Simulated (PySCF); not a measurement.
CH7AlO2Si, SMILES [OH][Al]([SiH2]C)[OH].

Geometry: PBE0-D3(BJ)/def2-SVP. The structure was generated by enumeration; whether it is a known compound was not checked. One conformer was computed; it need not be the lowest.

These are PBE0-D3(BJ)/def2-SVP run with PySCF values and carry that method's errors.

Frequencies are harmonic and unscaled.

| mode | ν (cm⁻¹) | IR (km/mol) | moving atoms (share of kinetic energy) |
|---|---|---|---|
| 1 | 17 | 0.6 | H 31 %, O 31 %, C 23 %, Si 15 % |
| 2 | 78 | 0.5 | O 42 %, C 29 %, H 20 % |
| 3 | 143 | 0.0 | H 83 % |
| 4 | 188 | 3.6 | O 38 %, C 18 %, Si 16 %, H 15 %, Al 13 % |
| 5 | 210 | 1.7 | Al 46 %, H 40 %, O 13 % |
| 6 | 227 | 28.9 | O 43 %, Si 26 %, H 21 %, Al 8 % |
| 7 | 282 | 3.6 | H 93 % |
| 8 | 362 | 287.0 | H 74 %, O 19 % |
| 9 | 388 | 16.4 | Si 35 %, Al 32 %, H 17 %, O 14 % |
| 10 | 407 | 23.2 | H 81 %, Si 13 % |
| 11 | 456 | 329.2 | H 87 %, O 12 % |
| 12 | 551 | 2.9 | H 61 %, O 39 % |
| 13 | 603 | 0.1 | H 96 % |
| 14 | 667 | 17.6 | H 85 %, C 14 % |
| 15 | 703 | 46.6 | C 40 %, Si 35 %, H 24 % |
| 16 | 810 | 251.2 | O 45 %, Al 29 %, H 24 % |
| 17 | 883 | 68.5 | H 68 %, C 11 %, Si 10 % |
| 18 | 886 | 32.5 | H 79 %, C 17 % |
| 19 | 922 | 25.9 | Al 35 %, O 34 %, H 31 % |
| 20 | 933 | 138.4 | H 70 %, Al 14 %, O 13 % |
| 21 | 1260 | 8.7 | H 80 %, C 20 % |
| 22 | 1431 | 3.6 | H 96 % |
| 23 | 1432 | 7.6 | H 96 % |
| 24 | 2192 | 91.8 | H 98 % |
| 25 | 2193 | 109.9 | H 96 % |
| 26 | 3062 | 4.5 | H 97 % |
| 27 | 3170 | 1.7 | H 91 %, C 9 % |
| 28 | 3170 | 1.6 | H 91 %, C 9 % |
| 29 | 3990 | 62.4 | H 94 % |
| 30 | 3997 | 109.7 | H 94 % |
